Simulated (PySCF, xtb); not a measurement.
H6PSi, SMILES [SiH3][PH3+], charge +1.

Harmonic wavenumbers (cm⁻¹) from GFN2-xTB (xtb) at its own minimum, in rising order: 76, 279, 279, 326, 496, 496, 705, 705, 719, 984, 1057, 1057, 2301, 2320, 2321, 2385, 2446, 2446.

**Question.** What does PySCF with PBE-D3(BJ)/def2-TZVP give at its own minimum? (Estimate from the structure and the level; the computed values follow.)

**Answer.** 139, 367, 367, 384, 633, 633, 794, 884, 884, 943, 1051, 1051, 2204, 2246, 2246, 2421, 2453, 2453. Paired by order, the mean absolute difference is 75 cm⁻¹ and the zero-point energies are 30.6 and 31.7 kcal/mol.
